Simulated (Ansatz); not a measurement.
`C[Si](N)(S)Cl` and `C[Si](N)(O)Cl` differ in one atom or group.

Ansatz, PBE0-D4/def2-TZVP geometries, multiplicity 1. Each molecule was computed in one conformer, which needn't be the lowest.

```
                                          property  `C[Si](N)(S)Cl`
             HOMO energy (ωB97M-V/def2-TZVPP) / eV            -9.74
             HOMO–LUMO gap (B3LYP/def2-TZVPP) / eV             7.48
               HOMO energy (B3LYP/def2-TZVPP) / eV            -7.26
size of the dipole moment (ωB97M-V/def2-TZVPP) / D             2.84
                 HOMO energy (PBE/def2-TZVPP) / eV            -6.26
               LUMO energy (B3LYP/def2-TZVPP) / eV             0.21
```

Question: What does the change do to each property? (Estimate.)

Answer: The calculation gave: 
```json
{"property": "HOMO energy (ωB97M-V/def2-TZVPP) / eV", "`C[Si](N)(O)Cl`": "-10.15", "shift": "-0.41"}
{"property": "HOMO–LUMO gap (B3LYP/def2-TZVPP) / eV", "`C[Si](N)(O)Cl`": "7.88", "shift": "0.40"}
{"property": "HOMO energy (B3LYP/def2-TZVPP) / eV", "`C[Si](N)(O)Cl`": "-7.52", "shift": "-0.26"}
{"property": "size of the dipole moment (ωB97M-V/def2-TZVPP) / D", "`C[Si](N)(O)Cl`": "0.92", "shift": "-1.92"}
{"property": "HOMO energy (PBE/def2-TZVPP) / eV", "`C[Si](N)(O)Cl`": "-6.32", "shift": "-0.06"}
{"property": "LUMO energy (B3LYP/def2-TZVPP) / eV", "`C[Si](N)(O)Cl`": "0.36", "shift": "0.15"}
```

With PBE0 the HOMO falls by 0.26 eV and the LUMO rises by 0.19 eV, so the gap widens by about 0.45 eV. PBE moves the HOMO by -0.06 eV and ωB97M-V by -0.41 eV. Dipoles are sizes alone; their direction can turn.

B3LYP here is the variant with VWN-RPA as its local correlation; programs differ in this.
